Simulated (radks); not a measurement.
Spherical quantum dot in the effective-mass picture: electrons in a hard-walled sphere of radius 5.51, with a point charge +1 (a donor) at the centre, all in effective atomic units (hartree* = m*/eps^2 hartree, bohr* = eps/m* bohr), one dielectric constant everywhere. Calculated with a radial shooting solver with Libxc functionals: non-relativistic Kohn-Sham, PBE, spin-polarised, spherical densities. Levels are named by radial order and angular momentum (1s, 1p, 1d, 2s, ...), and open shells are averaged over m. Results are scaled to m* = 0.057 and eps = 7, for which hartree* = 31.65 meV and bohr* = 6.499 nm.

N = 11, configuration 1s2 1p6 1d(up 2, down 0) 2s(up 1, down 0). This is the lowest configuration that the search found. Occupied levels:

level    occupation  eigenvalue (meV)  <r> (nm)
1s up             1            75.016     20.40
1s down           1            76.342     21.80
1p up             3            78.935     24.25
1p down           3            79.840     24.12
1d up             2            84.011     25.31
2s up             1            84.650     13.78

Energy (meV): total 420.769, kinetic 149.64, external -124.54, Hartree 486.52, exchange-correlation -90.850.
